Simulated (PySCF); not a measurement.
Removal energies of W⁵⁶⁺ from EOM-IP-GCCSD

Reference: closed-shell W⁵⁶⁺, [Ar]; one electron is removed. Calculated with PySCF 2.14, two-component X2C-1e with screened spin-orbit coupling, an uncontracted even-tempered set (17 s from 5.7 bohr⁻², ratio 2.6; 14 p from 7.4 bohr⁻², ratio 2.6; 5 d from 7.6 bohr⁻², ratio 2.8; 3 f from 120 bohr⁻², ratio 2.8); frozen [Ne]; the 60 highest virtual spinors dropped; of the others 50 kept and the rest restored at second order. No Breit or QED terms. Binding energies in eV.

```csv
level,Koopmans,second order,EOM-CCSD
3s1/2,6297.9,6295.7,6278.3
3p1/2,6083.4,6083.1,6083.1
3p3/2,5729.4,5730.5,5730.8
```

In EOM-CCSD the overlap with the one-orbital guess is low for 3s1/2 (weight 0.79). That can mean mixing with two-hole, one-particle states, where second order and EOM-CCSD lose accuracy, or only a rotation among the degenerate components of the shell; the terms of those configurations are not listed.

For comparison, the ionisation energy of W⁵⁶⁺ is 5719 ± 5 eV (semi-empirical (NIST evaluation); NIST Atomic Spectra Database, ionization energies).
